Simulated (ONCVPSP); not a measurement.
## Building the ONCV potential for Te (Z = 52) (PBE, scalar-relativistic).

- Element: Te
- Generator: ONCVPSP 4.0.1
- Type: optimised norm-conserving Vanderbilt (ONCV)
- Functional: PBE
- Relativity: scalar-relativistic
- Frozen core: [Ar] 3d10
- Valence charge: 24
- Reference configuration: 4s2 4p6 4d10 5s2 5p4
- Partial waves: 4s+5s: rc 1.35 bohr, ncon 4, nbas 7, qcut 11.3 1/bohr, 3 projectors, debl 2.8 Ha; 4p+5p: rc 1.40 bohr, ncon 3, nbas 7, qcut 11.8 1/bohr, 2 projectors; 4d: rc 1.25 bohr, ncon 3, nbas 7, qcut 14.2 1/bohr, 2 projectors, debl 3.3 Ha; f scattering state at 0.04 Ha: rc 1.45 bohr, ncon 4, nbas 8, qcut 7.6 1/bohr, 1 projector
- Local potential: polynomial inside 1.25 bohr (lpopt 2, dvloc0 2 Ha)
- Core correction: polynomial model core, fcfact 0.4

Poles of the logarithmic derivatives, all-electron (AE) and pseudo (PS). s: poles at -5.6 (AE) and -5.6 (PS) Ha. p: poles at -3.7 (AE) and -3.7 (PS) Ha. d: poles at 0.0 (AE) and 0.0 (PS) Ha. f: poles at 2.6 (AE) and 3.0 (PS) Ha. Test radii: s 1.37, p 1.42, d 1.27, f 1.47 bohr.

* Cutoffs needed: 53 Ha and 62 Ha (the cutoffs (Ha) at which the residual kinetic energy of the hardest occupied pseudo-wave falls to 1 and 0.1 mHa per electron)
* Ghost test: no bound ghost flagged; no localised positive-energy state flagged
* Largest excitation error: -138 meV (all-electron minus pseudo) for 4s2 4p5 4d10 5s2 5p4, out of 4 test configurations
* rms error of d²Exc/dni dnj: 2.17 mHa without and 1.05 mHa with the model core
